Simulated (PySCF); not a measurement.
Species: 2-(methoxymethyl)pyridine (`c1nc(COC)ccc1`). The columns A, B, C and D hold Mulliken, IAO, Hirshfeld and ESP-fitted charges (e) of one PBE0/pcSseg-1 density (PySCF), in a shuffled order. Coordinates in Å (PBE0-D3(BJ)/def2-SVP); the density's dipole moment is (0.69, -0.39, -1.67) D.

| atom | x | y | z | A | B | C | D |
| --- | --- | --- | --- | --- | --- | --- | --- |
| C1 | -2.837 | -0.223 | -0.626 | -0.197 | -0.041 | -0.044 | -0.107 |
| O2 | -2.253 | -0.840 | 0.484 | -0.387 | -0.138 | -0.509 | -0.302 |
| C3 | -1.321 | -0.037 | 1.145 | -0.063 | -0.001 | +0.179 | -0.201 |
| C4 | 0.017 | 0.051 | 0.447 | +0.118 | +0.058 | -0.036 | +0.786 |
| C5 | 0.449 | -0.970 | -0.405 | -0.186 | -0.057 | -0.090 | -0.599 |
| C6 | 1.703 | -0.858 | -0.995 | -0.118 | -0.032 | -0.006 | +0.267 |
| C7 | 2.481 | 0.262 | -0.709 | -0.187 | -0.058 | -0.187 | -0.643 |
| C8 | 1.959 | 1.220 | 0.158 | -0.008 | +0.015 | +0.139 | +0.542 |
| N9 | 0.757 | 1.126 | 0.718 | -0.292 | -0.163 | -0.439 | -0.799 |
| H10 | -2.094 | 0.044 | -1.401 | +0.120 | +0.030 | +0.101 | +0.071 |
| H11 | -3.378 | 0.699 | -0.340 | +0.121 | +0.037 | +0.097 | +0.086 |
| H12 | -3.556 | -0.930 | -1.062 | +0.154 | +0.049 | +0.123 | +0.104 |
| H13 | -1.168 | -0.481 | 2.143 | +0.163 | +0.051 | +0.146 | +0.122 |
| H14 | -1.693 | 0.993 | 1.303 | +0.134 | +0.038 | +0.114 | +0.122 |
| H15 | -0.203 | -1.826 | -0.588 | +0.164 | +0.049 | +0.100 | +0.207 |
| H16 | 2.072 | -1.636 | -1.669 | +0.156 | +0.057 | +0.104 | +0.090 |
| H17 | 3.472 | 0.394 | -1.149 | +0.156 | +0.054 | +0.102 | +0.223 |
| H18 | 2.542 | 2.115 | 0.405 | +0.152 | +0.051 | +0.105 | +0.029 |

Problem. Which column most likely holds the ESP-fitted charges?

Solution. D. Σ q r misses the density's dipole by 0.01 D (D), 0.92 D (A), 1.08 D (B), 1.23 D (C). Charges fitted to the outside potential are the only set here that is tied to the molecule's multipoles.

Problem. And the Hirshfeld charges?

Solution. B. The mean sizes are 0.054 e (B), 0.146 e (C), 0.160 e (A), 0.294 e (D), and Hirshfeld charges are commonly the smallest of these schemes.

As computed, A = IAO, B = Hirshfeld, C = Mulliken, D = ESP-fitted. Hydrogens on carbon: IAO +0.12 to +0.16, Hirshfeld +0.03 to +0.06, Mulliken +0.10 to +0.15, ESP-fitted +0.03 to +0.22 e.

The ESP scheme is a least-squares fit of atom-centred charges to the potential on four shells outside the van der Waals surface, with the total charge fixed. The IAO scheme projects the occupied orbitals on a minimal set of polarised atomic orbitals and counts the electrons in each atom's part of it.

Isolated species at its PBE0-D3(BJ)/def2-SVP geometry (one conformer only).

Shape of the structure used: `[CH3:1][O:2][CH2:3][c:4]1[cH:5][cH:6][cH:7][cH:8][n:9]1`: C1–O2–C3–C4 -77°, O2–C3–C4–C5 -25°.
